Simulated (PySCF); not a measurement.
**Fractional electron number in Mo(2+) (molybdenum, charge +2)**

The 4d alpha orbital of [Kr] 4d4 is emptied in steps (occupation f), with all orbitals relaxed, ending at [Kr] 4d3. Calculation: PySCF 2.14, in def2-SVP with the def2 core potential (28 electrons) (5s3p2d1f, 31 functions); scalar relativity through the core potential. The exact energy is a straight line in f; departures are measured from the line between the end points of the same method.

**Question.** Among BHandHLYP, wB97X, CAM-B3LYP, which shows the largest delocalisation error (convex curve), and which is closest to linear?

**Answer.** Most convex: CAM-B3LYP (-0.705 eV at f = 0.4); closest to linear: wB97X (-0.418 eV).

| f | BHandHLYP (eV) | wB97X (eV) | CAM-B3LYP (eV) |
| --- | --- | --- | --- |
| 1 | 0.000 | 0.000 | 0.000 |
| 0.8 | -0.430 | -0.278 | -0.463 |
| 0.6 | -0.649 | -0.418 | -0.700 |
| 0.4 | -0.654 | -0.418 | -0.705 |
| 0.2 | -0.439 | -0.277 | -0.473 |
| 0 | 0.000 | 0.000 | 0.000 |

| method | E(f=0) − E(f=1) (eV) | −ε at f=1 (eV) | −ε at f=0.4 (eV) |
| --- | --- | --- | --- |
| BHandHLYP | 27.076 | 24.411 | 27.599 |
| wB97X | 26.985 | 25.254 | 27.342 |
| CAM-B3LYP | 27.283 | 24.418 | 27.845 |

Reference removal energy between the ground levels: 27.13 ± 0.12 eV (semi-empirical (NIST evaluation); NIST Atomic Spectra Database, ionization energies). The calculation has no spin-orbit coupling. The determinant left behind need not be the lowest term of the ion.
